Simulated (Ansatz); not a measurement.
(Li2S)n off (charge +1): gap (eV) at several levels, gas phase, relaxed structures; Ansatz. Clusters are the lowest isomers that short searches found in that spin, judged at the geometry's level. HOMO and LUMO are taken over both spins. Singlets are spin-restricted. The structures are stationary points that may keep the symmetry of their start.

```csv
species,state,geometry,PBE-D4/def2-SVP,PBE-D4/def2-TZVP,r2SCAN-D4/def2-TZVP,PBE0-D4/def2-SVP,PBE0-D4/def2-TZVP,HSE06-D4/def2-TZVP
Li2S⁺,doublet,r2SCAN-D4/def2-TZVP,0.27,0.38,1.09,2.71,2.80,2.00
Li3S⁺,singlet,B3LYP-D4/def2-TZVP,3.39,3.48,4.42,5.00,5.09,4.39
```

Estimate the rows for Li4S2⁺ (doublet, PBE-D4/def2-TZVP geometry).


```tsv
species	state	geometry	PBE-D4/def2-SVP	PBE-D4/def2-TZVP	r2SCAN-D4/def2-TZVP	PBE0-D4/def2-SVP	PBE0-D4/def2-TZVP	HSE06-D4/def2-TZVP
Li4S2⁺	doublet	PBE-D4/def2-TZVP	0.44	0.41	0.44	1.46	1.42	0.73
```

Over the 3 species that have every level, the mean is 1.37 at PBE-D4/def2-SVP, 1.42 at PBE-D4/def2-TZVP, 1.98 at r2SCAN-D4/def2-TZVP, 3.06 at PBE0-D4/def2-SVP, 3.10 at PBE0-D4/def2-TZVP, 2.37 at HSE06-D4/def2-TZVP. Orbital gaps grow with the share of exact exchange and aren't one observable across functionals.
